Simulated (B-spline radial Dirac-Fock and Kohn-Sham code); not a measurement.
X-ray form factors of nickel in several charge states

Calculated with an atomic code on a B-spline grid, using Dirac-Fock orbitals of the configuration average with a finite nucleus.

Configurations: Ni²²⁺ [He] 2s2 2p2; Ni²³⁺ [He] 2s2 2p1; Ni²⁴⁺ [He] 2s2. The first column is f₀ of Ni²²⁺, the others are differences from it.

```
s (Å⁻¹)  Ni²²⁺  Δ Ni²³⁺  Δ Ni²⁴⁺
      0  6.000   -1.000   -2.000
   0.05  5.996   -0.999   -1.998
    0.1  5.984   -0.996   -1.993
   0.15  5.963   -0.992   -1.984
    0.2  5.935   -0.985   -1.971
   0.25  5.898   -0.977   -1.955
    0.3  5.854   -0.967   -1.935
   0.35  5.803   -0.955   -1.913
    0.4  5.745   -0.942   -1.887
   0.45  5.680   -0.927   -1.858
    0.5  5.608   -0.911   -1.827
    0.6  5.448   -0.874   -1.756
    0.7  5.268   -0.833   -1.676
    0.8  5.072   -0.789   -1.590
    0.9  4.863   -0.742   -1.498
      1  4.645   -0.693   -1.402
    1.1  4.423   -0.644   -1.305
    1.2  4.199   -0.594   -1.207
    1.4  3.759   -0.497   -1.015
    1.6  3.347   -0.407   -0.835
```
